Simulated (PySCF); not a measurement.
These 2 structures share the formula C7H11FO. Computed with PBE0-D3(BJ)/def2-SVP geometry optimisation, gas phase in PySCF 2.14.0. One conformer each; no zero-point energy, no entropy. No frequencies were run at this level. Point groups hold within 0.08 Å.

Problem. Order them by energy at this level, lowest first, and give relative energies in kcal/mol.
A. `[CH3:1][CH2:2][C@@H:3]1[CH2:4][CH2:5][C@@H:6]1[C:7](=[O:8])[F:9]` with C1–C2–C3–C4 -69°, C5–C6–C7–O8 144°, C2–C3–C4–C5 -141°, C3–C4–C5–C6 16°, C4–C5–C6–C7 99°, C2–C3–C6–C5 140°
B. `[CH:1]#[C:2][CH2:3][C@@:4]([CH3:5])([CH2:6][F:7])[O:8][CH3:9]` with C2–C3–C4–C5 -59°, C3–C4–C6–F7 48°, C3–C4–O8–C9 -67°

Solution. A (0.0), B (60.2).

As drawn, the lower has a four-membered ring and a C=O bond, which the higher lacks; the higher has a C≡C bond, which the lower lacks.

| SMILES | E (Eh) | E rel (kcal/mol) | dipole (D) | point group | A, B, C (MHz) |
| --- | --- | --- | --- | --- | --- |
| CC[C@@H]1CC[C@@H]1C(=O)F | -447.61625 | 0.0 | 3.09 | C1 | 2283, 1268, 1018 |
| C#CC[C@@](C)(CF)OC | -447.52026 | 60.2 | 0.62 | C1 | 2254, 1217, 1065 |
